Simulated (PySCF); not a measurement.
CH₅GaO₂, SMILES C[O][GaH][OH].

Coordinates come from a PBE-D3(BJ)/def2-SVP optimisation. The structure was generated by enumeration; whether it is a known compound was not checked. Other conformers were not sampled.

These are PBE/def2-TZVP (PySCF) values and carry that method's errors.

The molecule is in vacuum.

Q: Estimate the frontier levels, gap, dipole moment and polarisability. (An estimate is asked for; the answer gives what the named calculation found.)

A: 
The highest occupied level is -6.23 eV. The lowest empty level is -1.37 eV, the orbital gap is 4.86 eV and the dipole moment comes out as 1.62 D. The quadrupole, principal values (traceless, Buckingham form, about the centre of nuclear charge) is -6.63, 0.87, 5.76 D·Å and the mean static polarisability is 50.2 bohr³ (7.43 Å³). The polarisability, principal values comes out as 38.6, 49.3, 62.5 bohr³.
